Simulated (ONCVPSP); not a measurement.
## Before and after: ONCV potential for Gd

ONCVPSP 4.0.1 input, shortened (lines: element, Z, core and valence counts, functional; n l f; lmax; l rc ep ncon nbas qcut; lloc lpopt rc5 dvloc0; l nproj debl; icmod fcfact rcfact), PBE, scalar-relativistic:

```
  Gd 64.00    9    5        4      upf
    1    0    2.00
    2    0    2.00
    2    1    6.00
    3    0    2.00
    3    1    6.00
    3    2   10.00
    4    0    2.00
    4    1    6.00
    4    2   10.00
    4    3    7.00
    5    0    2.00
    5    1    6.00
    5    2    2.00
    6    0    1.00
    3
    0    2.05    0.00    4    7    6.40
    1    1.45    0.00    3    7    6.80
    2    3.65    0.00    4    9    4.60
    3    1.35    0.00    4    9   10.40
    4    5    1.00    0.00
    0    2    2.50
    1    2    4.00
    2    2    3.80
    3    2    3.00
    3    4.25    1.45
```

All-electron outer shells of the reference configuration (PBE, scalar-relativistic, ld1.x):

| shell | level (eV) | outermost node (bohr) | outermost maximum (bohr) |
| --- | --- | --- | --- |
| 4d | -146.31 | 0.27 | 0.56 |
| 5s | -48.30 | 0.65 | 1.20 |
| 5p | -25.93 | 0.70 | 1.35 |
| 4f | -7.28 | – | 0.56 |
| 6s | -3.67 | 1.61 | 3.46 |
| 5d | -1.75 | 0.79 | 2.02 |

Change: core correction Teter function, fcfact 4.25, rcfact 1.74.

Cutoffs: the cutoffs (Ha) at which the residual kinetic energy of the hardest occupied pseudo-wave falls to 1 and 0.1 mHa per electron; they do not see the model core or the augmentation charge, which bear on the density cutoff. Errors are all-electron minus pseudo energies relative to the spin-unpolarised reference configuration.

**Question.** What does the change do?

**Answer.** The potential gets neither clearly harder nor softer (93 Ha and 190 Ha → 93 Ha and 190 Ha); both files keep a bound ghost (s); of the 3 tests that both files solve, the error grows in 0 and shrinks in 1 by more than 15 % and 0.3 meV (median size 29.1 → 31.8 meV). A model core, the more so a compact one, raises the density cutoff, which this test does not measure.

| quantity | base | changed |
| --- | --- | --- |
| cutoff, loose | 93 Ha | 93 Ha |
| cutoff, tight | 190 Ha | 190 Ha |
| bound ghosts | s | s |
| GHOST(+) flags under 300 eV | d at 91.1 eV, d at 111.6 eV, p at 127.0 eV | d at 91.1 eV, d at 111.6 eV, p at 127.0 eV |
| tests counted as reliable (solved cleanly; for ONCVPSP, near-neutral configurations with less than one 5d electron left out) | 3 of 4 | 3 of 4 |
| error for 4f7 5s2 5p6 5d1 6s2, meV [ΔE -1.77 eV] | +3.1 | -0.1 |
| error for 4f7 5s2 5p6 5d1 6s1, meV [ΔE 4.88 eV] | -29 | -32 |
| error for 4f7 5s2 5p6 5d1 6s0, meV [ΔE 16.97 eV] | -113 | -118 |
| s: phases at 2.08 bohr within 0.05 rad from the reference energy up to (Ha; the scan ends near 5) | to the end of the scan | to the end of the scan |
| p: phases at 1.47 bohr within 0.05 rad from the reference energy up to (Ha; the scan ends near 5) | 4.5 | 4.5 |
| d: phases at 3.71 bohr within 0.05 rad from the reference energy up to (Ha; the scan ends near 5) | 0.1 | 0.1 |
| f: phases at 1.37 bohr within 0.05 rad from the reference energy up to (Ha; the scan ends near 5) | to the end of the scan | to the end of the scan |
| rms error of d²Exc/dni dnj with the model core, mHa | 2.03 | 2.97 |

 A true bound ghost makes a file unfit for plane-wave use even where its test errors are small: the radial tests pick states by their node count and pass the ghost by.
